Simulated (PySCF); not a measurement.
Highest occupied level (eV) of eight silicon and germanium compounds: PBE beside HF, computed with PySCF for isolated molecules in the bases named; differences from unrounded values. The eight are the first of their class met in an unordered collection, after screening for sound electronic states; none was chosen by its value. Each molecule has one DFT geometry for both levels.

```json
[
 {"molecule": "C₂H₁₀OSi₃, SMILES O[Si@@H]1C[C@H]([SiH3])[SiH2]1", "basis": "def2-TZVP", "HF": "-9.86"},
 {"molecule": "C₃H₇NSi, SMILES CC1=NC[SiH2]1", "basis": "def2-TZVP", "HF": "-10.00"},
 {"molecule": "CH10O2Si3, SMILES O[Si](CO)([SiH3])[SiH3]", "basis": "def2-TZVP", "HF": "-10.12"},
 {"molecule": "CH3FO3Si, SMILES C(=O)O[Si@H](F)O", "basis": "def2-TZVP", "HF": "-13.28"},
 {"molecule": "C2H9NOSi2, SMILES C[SiH2]/N=C\\[SiH2]O", "basis": "def2-TZVP", "HF": "-9.75"},
 {"molecule": "CH₆O₂Si₂, SMILES O=C([SiH3])[SiH2]O", "basis": "def2-TZVP", "HF": "-10.16"},
 {"molecule": "Si(H)(Cl)(Br)(vinyl) (C2H4BrClSi), SMILES C=C[SiH](Cl)Br", "basis": "def2-TZVP", "HF": "-10.85"},
 {"molecule": "CH₁₁NOSi₃, SMILES N[SiH2]OC([SiH3])[SiH3]", "basis": "def2-TZVP", "HF": "-10.54"}
]
```

Problem. Estimate the PBE values and say how PBE differs from HF over the set. (An estimate is asked for; the answer gives what the named calculation found.)

Solution. 
| molecule | PBE | difference |
|---|---|---|
| C₂H₁₀OSi₃, SMILES O[Si@@H]1C[C@H]([SiH3])[SiH2]1 | -6.17 | 3.68 |
| C₃H₇NSi, SMILES CC1=NC[SiH2]1 | -5.41 | 4.60 |
| CH10O2Si3, SMILES O[Si](CO)([SiH3])[SiH3] | -5.95 | 4.17 |
| CH3FO3Si, SMILES C(=O)O[Si@H](F)O | -7.30 | 5.98 |
| C2H9NOSi2, SMILES C[SiH2]/N=C\[SiH2]O | -5.22 | 4.53 |
| CH₆O₂Si₂, SMILES O=C([SiH3])[SiH2]O | -5.56 | 4.60 |
| Si(H)(Cl)(Br)(vinyl) (C2H4BrClSi), SMILES C=C[SiH](Cl)Br | -7.26 | 3.59 |
| CH₁₁NOSi₃, SMILES N[SiH2]OC([SiH3])[SiH3] | -5.96 | 4.58 |
PBE lies below HF in 0 and above it in 8 of the eight; the mean signed difference is 4.47 and the largest 5.98 eV.
